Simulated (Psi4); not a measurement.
Pair of molecules, SMILES F with SMILES FCF (the first has 2 atoms); geometry from B3LYP-D3(BJ)/def2-TZVP, rigid monomers moved along the line of their centres of mass till H2···F3 is 2.55 Å.
(charge 0, multiplicity 1):
```xyz
7

F     -0.127     0.096    -0.064
H      0.193     0.624     0.634
F      0.813     0.933     3.090
C      0.446    -0.146     3.874
F     -0.657     0.205     4.574
H      1.266    -0.344     4.563
H      0.208    -0.976     3.210
```

Level of theory: SAPT0/jun-cc-pV(D+d)Z run with Psi4.

Which attractive term is largest, and how does the interaction split up?

electrostatics -2.39, exchange 0.32, induction -0.24, dispersion -0.25, total -2.56 kcal/mol; the largest attraction is electrostatics.
